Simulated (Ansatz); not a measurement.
Ansatz (a quantum-chemistry and plane-wave program) input for cyclopentene (C5H8), SMILES C1CCC=C1, PBE0/def2-TZVPD. Geometry optimised at B3LYP-D3(BJ)/def2-SVP. One conformer was computed; it need not be the lowest.

Ansatz 0.2 input:
```yaml
crystal:
  periodic: [false, false, false]
  atoms:
    - {symbol: C, position_ang: [-0.04990208, 1.07414629, -0.66923192]}
    - {symbol: C, position_ang: [-0.04990208, 1.07414634, 0.66923183]}
    - {symbol: C, position_ang: [0.10943970, -0.31957847, 1.23186710]}
    - {symbol: C, position_ang: [-0.14442732, -1.22308562, 0.00000004]}
    - {symbol: C, position_ang: [0.10943969, -0.31957856, -1.23186706]}
    - {symbol: H, position_ang: [-0.11036620, 1.96736875, -1.29644360]}
    - {symbol: H, position_ang: [-0.11036620, 1.96736885, 1.29644346]}
    - {symbol: H, position_ang: [-0.58084357, -0.53305993, 2.06526470]}
    - {symbol: H, position_ang: [1.13078180, -0.45340303, 1.63796244]}
    - {symbol: H, position_ang: [-1.19866721, -1.54354042, 0.00000006]}
    - {symbol: H, position_ang: [0.47163561, -2.13457093, 0.00000008]}
    - {symbol: H, position_ang: [1.13078181, -0.45340314, -1.63796241]}
    - {symbol: H, position_ang: [-0.58084356, -0.53306009, -2.06526467]}
basis:
  gaussian:
    orbitals: def2-TZVPD
hamiltonian:
  xc: {name: PBE0}
```

Program output:

```
WARN ansatz: RAYON_NUM_THREADS=2 ignored (pool sized by the plan → 2); use --threads N
Functional definition: PBE0
integrals: 0.16 GiB planned
1278 factors; their error is unknown
mean field: 1.75 GiB planned
mean field evaluation 1: about -5300.3453 eV, gradient 6.4e1 eV
mean field evaluation 2: about -5292.1267 eV, gradient 8.6e1 eV
mean field evaluation 4: about -5310.4296 eV, gradient 1.3e0 eV
mean field evaluation 8: about -5310.4406 eV, gradient 1.7e-2 eV
mean field evaluation 16: about -5310.4068 eV, gradient 3.7e-5 eV
mean field -5310.40681515 eV, -195.1538509336 hartree, gradient 3.5e-5 eV, S^2 0.000000; 0 other end points of the search recorded, 0 dependent functions left out
reference -5310.40685279 eV, -195.1538523169 hartree; 19, 19 occupied and 238, 238 virtual orbitals, 1278 factors
Total energy: -5310.40685279 eV, -195.1538523169 hartree
```

The calculation finished and met its thresholds.

Cost: very roughly 6 core-seconds.
